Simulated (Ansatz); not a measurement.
Reaction (ligand exchange at a B–N bond): `NB(N)Br` + H–F → `NB(F)Br` + NH₃

Program: Ansatz. Geometries: PBE0-D4/def2-TZVP. ΔE: electronic, gas phase. CBS: MP2 limit from def2 TZ/QZ plus the TZ coupled-cluster correction, frozen cores. This one scheme is used for every species. For Br outer-core shells are correlated without core-valence functions, which leaves a few kJ/mol of doubt a bond. Scalar relativity is left out up to krypton. One conformer a species, not always the lowest.

| species | CCSD(T)/CBS(def2) energy (Eh) |
| --- | --- |
| `NB(N)Br` | -2710.06092 |
| H–F | -100.39570 |
| `NB(F)Br` | -2753.96125 |
| NH₃ | -56.50880 |

Problem. Work out ΔE.

Solution. ΔE = (-2753.96125) + (-56.50880) − (-2710.06092) − (-100.39570) = -0.01343 Eh = -0.37 eV.

Problem. What do rigid-rotor, harmonic-oscillator terms from PBE0-D4/def2-TZVP frequencies (298.15 K, 1 bar) make of the CCSD(T)/CBS value? (Estimate.)

Solution. The calculation gave: ΔZPE = +0.03 eV, ΔH = -0.34 eV, ΔS = 12 J/(mol·K), ΔG = -0.38 eV.

Largest T1 diagnostic among the species: 0.010.

From BLYP to BHLYP (50 % exact exchange), in def2-TZVPP and without D4, ΔE moves by +0.05 eV. The D4 term adds +0.05 eV with B3LYP and +0.03 eV with PBE0; it sums over pairs of atoms, weighted by their polarisabilities, and B3LYP, whose exchange is more repulsive, gets the larger term. Leaving LDA and LC-ωPBE aside and taking each functional with its dispersion term where it has one, the values, not all of them listed here, spread over 0.16 eV, from B97M-V to revPBE-D4. LDA lies +0.08 eV from PBE without D4.

B3LYP here is the variant with VWN-RPA as its local correlation; programs differ in this.
